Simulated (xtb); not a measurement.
xtb input:

```bash
xtb mol.xyz --gfn 1 --sp --chrg 0 --uhf 0
```
mol.xyz:
```
3

La    -0.00000000    -0.00000000    -0.30040732
O      0.00000000     0.00000000     1.79613425
H      0.00000000     0.00000000     2.75414332
```

Problem. Which total energy does the run end on?

Solution. -6.00062 Eh (GFN1-xTB).
